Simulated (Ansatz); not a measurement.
Mulliken charges of C2H5ClSSi, SMILES `C=C(S)[SiH2]Cl` from PBE/def2-TZVPP in Ansatz (PBE0-D4/def2-TZVP geometry).

```
atom   x (Å)   y (Å)   z (Å)  charge (e)
  C1   0.476  -0.545   1.262      -0.212
  C2   0.059  -0.424  -0.001      -0.005
  S3  -0.175  -1.744  -1.124      -0.116
 Si4  -0.249   1.289  -0.671       0.384
 Cl5  -2.166   1.445  -1.391      -0.220
  H6   0.588   0.330   1.893       0.093
  H7   0.719  -1.504   1.710       0.083
  H8   0.242  -2.738  -0.318       0.102
  H9  -0.073   2.250   0.441      -0.058
 H10   0.662   1.590  -1.798      -0.050
```

Question: By hand: the dipole of these point charges (1 e Å = 4.8032 D).

Answer: Σ q r = (0.410, -0.086, 0.261) e Å, of length 0.494 e Å = 2.37 D.

Question: How does the dipole of the full density compare? (Best estimate.)

Answer: The calculation gave: (0.292, -0.151, 0.292) e Å, 2.11 D; the point charges give 1.12 times that, at 16° from its direction.

Point charges leave out the atoms' own dipoles, such as those of lone pairs, and Mulliken's split depends on the basis, so the close match here is no proof of good charges.
